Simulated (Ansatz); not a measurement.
Mulliken charges of `[F][Zr]([F])([F])[SeH]` from PBE/def2-TZVPP in Ansatz (PBE0-D4/def2-TZVP geometry).

```csv
atom,x (Å),y (Å),z (Å),charge (e)
F1,-1.971,-0.186,0.509,-0.326
Zr2,-0.113,-0.485,0.335,1.155
F3,0.644,-1.091,1.954,-0.322
F4,0.128,-1.742,-1.056,-0.326
Se5,1.077,1.722,-0.266,-0.251
H6,0.235,1.782,-1.475,0.071
```

Problem. By hand: the dipole of these point charges (1 e Å = 4.8032 D).

Solution. Σ q r = (0.009, 0.114, -0.102) e Å, of length 0.153 e Å = 0.73 D.

Problem. How does the dipole of the full density compare? (Best estimate.)

Solution. Ansatz gave: (-0.024, 0.029, -0.063) e Å, 0.35 D; the point charges give 2.09 times that, at 32° from its direction.

Point charges leave out the atoms' own dipoles, such as those of lone pairs, and Mulliken's split depends on the basis, so the two needn't agree.
